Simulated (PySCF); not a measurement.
**Electronic structure of Ne⁺ (neon, charge +1) at the UHF level**

Configuration: [He] 2s2 2p5, 2P determinant. Computed with PySCF 2.14 in aug-cc-pVDZ (4s3p2d, 23 functions), with no relativity, point nucleus.

```json
{"Total energy": "-127.766882 hartree", "One-electron energy": "-174.9515 hartree", "Hartree (Coulomb) energy": "58.8202 hartree", "Exchange energy": "-11.6356 hartree", "Kinetic energy": "127.67126 hartree", "⟨S²⟩": "0.7523", "⟨L²⟩": "2.006", "Sum of ⟨r⟩": "6.458 bohr", "Sum of ⟨r²⟩": "6.896 bohr²", "Traceless quadrupole moment −½Σ⟨3z² − r²⟩ along its main axis": "0.438 e·bohr²", "Density at the nucleus (Gaussians lack the cusp)": "595 bohr⁻³", "Spin density at the nucleus": "0.293 bohr⁻³", "Langevin diamagnetic susceptibility": "-5.46 ×10⁻⁶ cm³/mol", "Time after the integrals": "0.1 s of wall time on 1 thread of Neoverse-N1 (shared host)"}
```

| shell | electrons | mean orbital energy (eV) | spread (eV) | rms radius, mean of both spins (bohr) |
| --- | --- | --- | --- | --- |
| 1s α | 1 | -916.03 | 0 | 0.183 |
| 1s β | 1 | -914.32 | 0 | 0.183 |
| 2s α | 1 | -74.663 | 0 | 0.948 |
| 2s β | 1 | -68.541 | 0 | 0.948 |
| 2p α | 3 | -44.984 | 3.614 | 1.00 |
| 2p β | 2 | -42.121 | 0 | 1.00 |
